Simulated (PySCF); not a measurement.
## Spin-rotation constants: SMILES N#C[C@@H]1C=C(F)OC1, C$_{5}$H$_{4}$FNO

Geometry:
```json
{"atom": "N1", "x (Å)": "-1.899", "y (Å)": "2.013", "z (Å)": "-1.035"}
{"atom": "C2", "x (Å)": "-1.276", "y (Å)": "1.323", "z (Å)": "-0.372"}
{"atom": "C3", "x (Å)": "-0.478", "y (Å)": "0.441", "z (Å)": "0.452"}
{"atom": "C4", "x (Å)": "0.999", "y (Å)": "0.656", "z (Å)": "0.216"}
{"atom": "C5", "x (Å)": "1.491", "y (Å)": "-0.479", "z (Å)": "-0.260"}
{"atom": "F6", "x (Å)": "2.736", "y (Å)": "-0.749", "z (Å)": "-0.609"}
{"atom": "O7", "x (Å)": "0.634", "y (Å)": "-1.512", "z (Å)": "-0.395"}
{"atom": "C8", "x (Å)": "-0.644", "y (Å)": "-1.047", "z (Å)": "0.032"}
{"atom": "H9", "x (Å)": "-0.758", "y (Å)": "0.609", "z (Å)": "1.499"}
{"atom": "H10", "x (Å)": "1.514", "y (Å)": "1.578", "z (Å)": "0.383"}
{"atom": "H11", "x (Å)": "-0.974", "y (Å)": "-1.674", "z (Å)": "0.864"}
{"atom": "H12", "x (Å)": "-1.345", "y (Å)": "-1.161", "z (Å)": "-0.801"}
```

Theory: GIAO B97-2/pcSseg-1 magnetisability, rotational g tensor and spin-rotation constants, non-relativistic, gas phase in PySCF. Geometry: GFN2-xTB.

(1) Give the nuclear spin-rotation constants along the inertial axes (H = +C I·J) beside the isotropic shieldings.

(2) How do the rotational constants and the g tensor change when H9, H10, H11, H12 are replaced by deuterium?

## Answers

(1) Rotational constants 4.8344, 1.3977, 1.2128 GHz. A star marks the isotopologue with that one atom substituted, in its own axes.
| atom | isotope | Caa (kHz) | Cbb (kHz) | Ccc (kHz) | mean (kHz) | σ (ppm) |
| --- | --- | --- | --- | --- | --- | --- |
| N1 | 14N | 0.476 | 0.283 | 0.201 | 0.320 | -26.9 |
| F6 | 19F | 4.949 | 2.053 | 0.935 | 2.645 | 281.1 |
| H9 | 1H | -0.485 | -0.141 | 0.040 | -0.195 | 27.9 |
| H10 | 1H | -0.553 | 0.088 | -0.133 | -0.199 | 27.6 |
| H11 | 1H | -0.546 | 0.004 | -0.046 | -0.196 | 27.1 |
| H12 | 1H | -0.369 | -0.104 | 0.003 | -0.157 | 27.0 |
| C2 | 13C* | 0.787 | 0.575 | 0.392 | 0.585 | 64.3 |
| C3 | 13C* | 0.774 | 0.207 | 0.217 | 0.399 | 154.2 |
| C4 | 13C* | 1.067 | 0.397 | 0.195 | 0.553 | 116.1 |
| C5 | 13C* | 1.819 | 0.620 | 0.370 | 0.936 | 13.3 |
| O7 | 17O* | -1.042 | -0.125 | -0.200 | -0.456 | 204.2 |
| C8 | 13C* | 0.830 | 0.350 | 0.302 | 0.494 | 113.0 |

For the geometry as given, no vibrational averaging.

(2) Constants 4.1587, 1.3702, 1.1738 GHz; g -0.0240, -0.0247, -0.0179, against -0.0272, -0.0252, -0.0185 before.
